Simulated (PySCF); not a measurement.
Cl2H5NSi2, SMILES Cl[SiH2]N[SiH2]Cl. Atoms are numbered in the order given.

```xyz
10

Si    -0.8072     1.3252     0.0551
Cl     0.3775     3.0267     0.1074
N      0.0000     0.0000    -0.7096
Si     0.8072    -1.3252     0.0551
Cl    -0.3775    -3.0267     0.1074
H     -2.0298     1.6860    -0.7081
H     -1.0961     0.9344     1.4580
H      0.0000     0.0000    -1.7271
H      2.0298    -1.6860    -0.7081
H      1.0961    -0.9344     1.4580
```
Charge 0, spin multiplicity 1.

The structure is a stationary point at PBE0-D3(BJ)/def2-SVP. Other conformers were not sampled.

Calculation: PBE0/pcSseg-1 run with PySCF.

GIAO shieldings, no solvent; atoms listed in one row are averaged. δ = σ(ref) − σ: ²⁹Si against TMS (σ = 352.7 ppm); ³⁵Cl against HCl (σ = 945.9 ppm); ¹⁵N against NH3 (σ = 267.4 ppm); ¹H against TMS (σ = 31.56 ppm), references at their B3LYP-D3(BJ)/def2-TZVP geometries, non-relativistic (without spin–orbit terms, shifts of atoms bonded to Cl or Br come out too high).

| nucleus | atoms | count | δ (ppm) |
|---|---|---|---|
| ²⁹Si | Si1, Si4 | 2 | -15.0 |
| ³⁵Cl | Cl2, Cl5 | 2 | 57.2 |
| ¹⁵N | N3 | 1 | 61.1 |
| ¹H | H9, H6 | 2 | 5.66 |
| ¹H | H10, H7 | 2 | 5.53 |
| ¹H | H8 | 1 | 2.08 |
